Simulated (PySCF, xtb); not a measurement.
## CHCuO: which of two structures lies lower

We compare X, `O=[CH][Cu]`, a singlet, with Y, a singlet given by its coordinates. Both are isolated molecules in the gas phase, relaxed with B3LYP-D3(BJ)/def2-SVP.

X (Å):

```xyz
4

C    -0.9617    0.0033   -0.5476
Cu    0.0865    1.2616    0.4692
O    -1.3079   -1.0742   -0.1542
H    -1.2527    0.3417   -1.5872
```

Y (Å):

```tsv
atom	x (Å)	y (Å)	z (Å)
C	-0.3764	0.9840	-0.5024
Cu	0.6991	0.4258	0.9138
O	-1.0340	1.3264	-1.3578
H	1.5754	-0.0274	2.0776
```

Close contacts (Å): C1–Cu2 1.86, C1–O3 1.13, Cu2–H4 1.53.

Q: Estimate which is lower in electronic energy at CCSD(T)/def2-TZVP, and by roughly how much.

A: The CCSD(T)/def2-TZVP calculation puts structure Y lower, by 25.7 kcal/mol.

The same difference at several levels:

| level | geometry | E(Y) − E(X) (kcal/mol) | departure from the last row (kcal/mol) | job, with rough time for the two |
| --- | --- | --- | --- | --- |
| GFN2-xTB | GFN2-xTB | −54.4 | −28.7 | optimisation, 0.42 s |
| HF/STO-3G | GFN2-xTB | +43.2 | +68.9 | single point, 6.4 s |
| r2SCAN-D4/def2-SVP | GFN2-xTB | −26.0 | −0.3 | single point, 30 s |
| B3LYP-D3(BJ)/def2-SVP | B3LYP-D3(BJ)/def2-SVP | −20.0 | +5.7 | optimisation, 1.8 min |
| HF/def2-TZVP | B3LYP-D3(BJ)/def2-SVP | −20.4 | +5.4 | part of the CCSD(T) run |
| MP2/def2-TZVP | B3LYP-D3(BJ)/def2-SVP | −33.8 | −8.1 | part of the CCSD(T) run |
| CCSD(T)/def2-TZVP | B3LYP-D3(BJ)/def2-SVP | −25.7 |  | single point, 5.4 min |

HF/STO-3G puts the two in the other order. The largest departure from CCSD(T)/def2-TZVP is that of HF/STO-3G, 68.9 kcal/mol.

With thermal terms from frequencies at re-optimised GFN2-xTB minima (ideal gas, soft modes damped towards free rotors, one conformer each, 298.15 K, 1 atm): on the last row, ΔE + ΔZPE = −28.3, ΔH = −27.8, ΔG = −27.5 kcal/mol.

The T1 diagnostic of structures X and Y is large, so the coupled-cluster value is less sure. The correlated steps freeze 7 core orbitals; the last core shell of Cu is correlated, in a basis made for valence electrons. Run with PySCF 2.14.0, xtb 6.7.1; the last row on 2 threads of Intel(R) Xeon(R) Processor @ 2.50GHz (Skylake/Cascade Lake) on a shared host.
